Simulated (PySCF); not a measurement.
Br3Ga.

```xyz
4

Ga     0.0000     0.0000     0.0000
Br     2.2641     0.0000     0.0000
Br    -1.1320    -1.9607     0.0000
Br    -1.1320     1.9607     0.0000
```
Charge 0, spin multiplicity 1.

The structure is a stationary point at PBE0-D3(BJ)/def2-SVP. The isomer is the one that the SMILES or the coordinates give; other isomers of the formula were not compared.

Computed with PBE0/pcSseg-1 (PySCF). Non-relativistic, no solvent.

### Question
Give the absolute GIAO shielding of each atom: isotropic value and principal components (ppm). (Estimate from the structure and the level; the computed values follow.)

### Answer

| atom | σ(iso) | σ11 | σ22 | σ33 | span |
|---|---|---|---|---|---|
| Ga1 | 1296.9 | 1096.0 | 1397.4 | 1397.4 | 301.5 |
| Br2 | 2327.7 | 1963.7 | 2221.0 | 2798.4 | 834.7 |
| Br3 | 2327.7 | 1963.7 | 2221.0 | 2798.4 | 834.7 |
| Br4 | 2327.7 | 1963.7 | 2221.0 | 2798.4 | 834.7 |
